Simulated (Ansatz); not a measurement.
Consider the redistribution: `CO[SiH2]S[SiH2]O` + `F[SiH2]S[SiH](F)F` → `CO[SiH2]S[SiH](F)F` + `O[SiH2]S[SiH2]F`.

Computed with Ansatz on PBE0-D4/def2-TZVP structures; ΔE is electronic, products minus reactants. CCSD(T)/CBS is the MP2 limit (def2-TZVPP, def2-QZVPP) plus CCSD(T) − MP2 in def2-TZVPP, frozen cores. One conformer a species, not always the lowest.

| level | ΔE (kJ/mol) |
| --- | --- |
| CCSD/def2-TZVPP | 6.9 |
| CCSD/CBS(def2) | 6.2 |

What does CCSD(T)/CBS give? (Estimate.)

The calculation gave: +8.1 kJ/mol. The listed levels differ from it by -1.2, -1.9 kJ/mol.

Largest T1 diagnostic among the species: 0.012.

In def2-TZVPP, CCSD(T) changes the Hartree–Fock value by +9.5 kJ/mol (the triples alone add +1.9 kJ/mol) and MP2 by +10.0 kJ/mol. The D4 term adds +3.2 kJ/mol with B3LYP and +1.7 kJ/mol with PBE0; it sums over pairs of atoms, weighted by their polarisabilities, and B3LYP, whose exchange is more repulsive, gets the larger term.

B3LYP here is the variant with VWN-RPA as its local correlation; programs differ in this.
